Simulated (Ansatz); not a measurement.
Consider the isomerisation: `CC[SiH2]SC` → `C[SiH2]C(C)S`.

Gas-phase electronic energies from Ansatz, PBE0-D4/def2-TZVP geometries. CCSD(T)/CBS is the MP2 limit (def2-TZVPP, def2-QZVPP) plus CCSD(T) − MP2 in def2-TZVPP, frozen cores. Functionals use def2-TZVPP. One conformer a species, not always the lowest.

`CC[SiH2]SC`:

Z-matrix (Å, degrees):
```
C
C 1 1.524
H 1 1.093 2 111.2
H 1 1.093 2 111.6 3 -120.5
H 1 1.093 2 111.3 3 119.3
Si 2 1.875 1 113.9 3 -58.8
H 2 1.097 1 110.9 3 -179.6
H 2 1.096 1 110.7 3 63.5
S 6 2.132 2 112.9 1 58.0
H 6 1.491 2 109.2 1 -179.9
H 6 1.487 2 110.9 1 -58.8
C 9 1.816 6 99.5 2 63.9
H 12 1.090 9 111.0 6 56.2
H 12 1.090 9 106.9 6 174.7
H 12 1.090 9 111.4 6 -66.7
```

`C[SiH2]C(C)S`:

Z-matrix (Å, degrees):
```
C
Si 1 1.866
H 1 1.092 2 110.5
H 1 1.092 2 110.4 3 119.9
H 1 1.092 2 111.2 3 -119.7
C 2 1.888 1 111.7 3 -175.3
H 2 1.491 1 110.6 3 -55.2
H 2 1.493 1 110.2 3 64.1
S 6 1.825 2 109.8 1 64.0
C 6 1.523 2 112.9 1 -56.0
H 6 1.094 2 109.4 1 -177.6
H 9 1.343 6 97.6 2 52.5
H 10 1.093 6 110.3 2 -60.1
H 10 1.093 6 111.4 2 -179.8
H 10 1.093 6 111.4 2 59.9
```

```csv
level,ΔE (kJ/mol),difference from CCSD(T)/CBS
ωB97M-V,52.0,-0.3
B2PLYP,55.3,3.0
r2SCAN,55.8,3.5
HF/def2-TZVPP,61.1,8.8
MP2/def2-TZVPP,51.3,-1.0
SCS-MP2/def2-TZVPP,52.1,-0.2
CCSD/def2-TZVPP,51.1,-1.2
MP2/def2-QZVPP,52.6,0.3
SCS-MP2/def2-QZVPP,53.5,1.2
HF/CBS(def2),60.9,8.6
CCSD(T)/CBS,52.3,0
```

Largest T1 diagnostic among the species: 0.010.

In def2-TZVPP, CCSD(T) changes the Hartree–Fock value by −10.9 kJ/mol (the triples alone add −1.0 kJ/mol) and MP2 by −9.7 kJ/mol. The D4 term adds −3.0 kJ/mol with B3LYP and −1.5 kJ/mol with PBE0; it sums over pairs of atoms, weighted by their polarisabilities, and B3LYP, whose exchange is more repulsive, gets the larger term.

B3LYP here is the variant with VWN-RPA as its local correlation; programs differ in this.
